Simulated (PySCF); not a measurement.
**Dipole response of Fe (iron, neutral)**

[Ar] 3d6 4s2, high-spin 5D determinant. Calculation: PySCF 2.14, in def2-TZVPPD; no relativity, point nucleus. Coupled (time-dependent) response in atomic units; α is the mean over directions.

```tsv
method	mean α (bohr³)	α xx, yy, zz	C₆ (like pair)	S(−4)
MN15	63.91	63.74, 63.74, 64.25	559.4	2198
```

S(−4) is the Cauchy moment in α(ω) = α(0) + S(−4) ω² + …

Reference α: 62 ± 4 bohr³ (recommended; Schwerdtfeger and Nagle, table of static dipole polarizabilities (2023 update)). Published C₆: 482.0 (Chu and Dalgarno (2004); Tang, Norbeck and Certain (1976)).

α(iu) at MN15:

```csv
u (hartree),α(iu) (bohr³)
0,63.91
0.0500,58.89
0.100,47.94
0.200,28.40
0.300,17.64
0.500,8.693
0.750,4.887
1.00,3.322
1.50,2.015
2.00,1.435
3.00,0.8675
5.00,0.4157
```

A single London oscillator, α(iu) = α/(1 + u²/ω²), gives C₆ = (3/4) ω α². Matching the computed C₆ needs ω = 4 × 559.4 / (3 × 63.91²) = 0.183 hartree.

The components differ because the open shell of this determinant is not spherical; for a pure term their mean is the scalar polarisability.
